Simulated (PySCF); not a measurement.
Cartesian coordinates (Å):
```xyz
8

Si     1.8159     0.4910     0.4731
O      0.2451     0.0699     0.5857
Si    -1.2957    -0.3401     0.2359
H      2.5815    -0.5916    -0.2102
H      1.9458     1.7663    -0.2901
H     -2.2051     0.7508     0.6625
H     -1.6454    -1.5856     0.9603
H     -1.4421    -0.5607    -1.2253
```
Charge 0, spin multiplicity 2.

Task: Give the dipole moment, total energy and highest occupied spin orbital at the level r2SCAN-D4/def2-TZVP run with PySCF.

Result: 
```
Property                             Result
-----------------------------  ------------
dipole moment                        0.24 D
total energy                   -657.1957 Ha
highest occupied spin orbital      -5.25 eV
```
